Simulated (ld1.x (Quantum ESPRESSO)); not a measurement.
**fluorine (F), PAW: configuration errors across variants**

fluorine (F), PAW, made with ld1.x (Quantum ESPRESSO) 7.5 (LDA (PZ), scalar-relativistic). Core [He], reference 2s1.5 2p5.5. Waves: 2s (bound): rcut 0.70, rcutus 0.95 bohr; 2s channel at -1.75 Ry: rcut 0.70, rcutus 0.95 bohr; 2p (bound): rcut 0.90, rcutus 1.15 bohr; 2p channel at -0.55 Ry: rcut 0.90, rcutus 1.15 bohr; 3d channel at 0.05 Ry: rcut 0.75, rcutus 1.05 bohr; 3d channel at 1.95 Ry: rcut 0.75, rcutus 1.05 bohr. Local part: all-electron potential smoothed inside 0.90 bohr (lloc = -2). Core correction: a·sin(br)/r model core inside 0.70 bohr. Augmentation charge: BESSEL, radius 0.60 bohr.

All-electron excitation energies from the reference (eV): (1) 2s2 2p5 -9.186; (2) 2s2 2p4 10.370; (3) 2s2 2p3 48.882; (4) 2s2 2p5.3 -11.911; (5) 2s1 2p5 29.025; (6) 2s1 2p6 9.205; (7) 2s2 2p4.5 -1.555; (8) 2s1.5 2p5.5 spin -0.406; (9) 2s2 2p5 spin -9.565.

Spin tests fill each open shell by Hund’s rule, majority spin first.

Errors AE − PS in meV (a dash: test not solved or not reliable):

| change | (1) | (2) | (3) | (4) | (5) | (6) | (7) | (8) | (9) | bound ghosts |
| --- | --- | --- | --- | --- | --- | --- | --- | --- | --- | --- |
| base | +0.1 | 0.0 | -2.0 | +0.3 | -1.9 | +0.2 | +0.1 | -0.2 | +0.2 | none |
| waves 2s (bound): rcut 0.60, rcutus 0.64 bohr; 2s channel at -1.75 Ry: rcut 0.60, rcutus 0.64 bohr | +0.1 | -0.8 | -5.6 | +0.4 | -1.7 | -0.1 | -0.2 | -0.2 | +0.1 | none |
| waves 2s (bound): rcut 0.68, rcutus 0.72 bohr; 2s channel at -1.75 Ry: rcut 0.68, rcutus 0.72 bohr | +3.4 | +15 | +61 | +2.5 | -1.9 | +0.7 | +7.0 | -0.2 | +5.0 | none |
| waves 2s (bound): rcut 0.70, rcutus 0.84 bohr; 2s channel at -1.75 Ry: rcut 0.70, rcutus 0.84 bohr | +0.2 | -0.3 | -3.5 | +0.4 | -1.9 | 0.0 | 0.0 | -0.2 | +0.1 | none |
| waves 2s (bound): rcut 0.70, rcutus 0.94 bohr; 2s channel at -1.75 Ry: rcut 0.70, rcutus 0.94 bohr | +0.1 | -0.1 | -2.4 | +0.3 | -1.9 | +0.1 | 0.0 | -0.2 | +0.2 | none |
| waves 2s (bound): rcut 0.70, rcutus 1.06 bohr; 2s channel at -1.75 Ry: rcut 0.70, rcutus 1.06 bohr | +0.2 | +0.7 | +0.7 | +0.3 | -1.9 | +0.4 | +0.3 | -0.2 | +0.4 | none |
| waves 2s (bound): rcut 0.70, rcutus 1.18 bohr; 2s channel at -1.75 Ry: rcut 0.70, rcutus 1.18 bohr | +0.3 | +1.8 | +6.4 | +0.3 | -2.0 | +0.5 | +0.7 | -0.2 | +0.6 | none |
| waves 2s (bound): rcut 0.70, rcutus 1.28 bohr; 2s channel at -1.75 Ry: rcut 0.70, rcutus 1.28 bohr | +0.3 | +2.5 | +11 | +0.3 | -1.9 | +0.5 | +0.9 | -0.2 | +0.7 | none |

Task: Give the same row for: waves 2s (bound): rcut 0.70, rcutus 1.40 bohr; 2s channel at -1.75 Ry: rcut 0.70, rcutus 1.40 bohr.

Result: +0.2, +3.1, +17, +0.2, -1.7, +0.4, +0.9, -0.2, +0.6; bound ghosts: none.
